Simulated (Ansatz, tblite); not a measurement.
Experiment: gas-phase ionisation energy of Si₄, 8.20 eV (first adiabatic ionization energy). Source: an earlier vacuum ultraviolet photoionization measurement quoted in Post-field ionization of Si clusters in atom probe tomography: A joint theoretical and experimental study, 2022 (arxiv:2207.05230).

Computed adiabatic ionisation energy of Si₄. The state is a singlet with charge 0. The ion is a doublet. Geometry: r2SCAN-D4/def2-TZVP. Ansatz on 2 threads of Arm Neoverse V1 on a shared host (xTB through tblite on one thread); times are rough and summed over both states.

```
atom   x (Å)   y (Å)   z (Å)
 Si1  -1.499   0.627  -1.133
 Si2   1.501  -0.623   1.133
 Si3   0.654  -0.205  -0.979
 Si4  -0.655   0.202   0.979
```

The xTB rows come from tblite. The structure comes from a short search, and lower isomers may exist.

```csv
level,wall time,ionisation energy (eV),computed − measured (eV)
GFN1-xTB,0.04 s,11.18,2.98
GFN2-xTB,0.11 s,8.95,0.75
PBE-D4/def2-TZVP (with forces),5.7 s,7.71,-0.49
PBE0-D4/def2-TZVP (with forces),9.4 s,7.85,-0.35
```

Closest: PBE0-D4/def2-TZVP. Raw xTB energies of ions are shifted by several eV. The computed values are electronic, without zero-point energy.
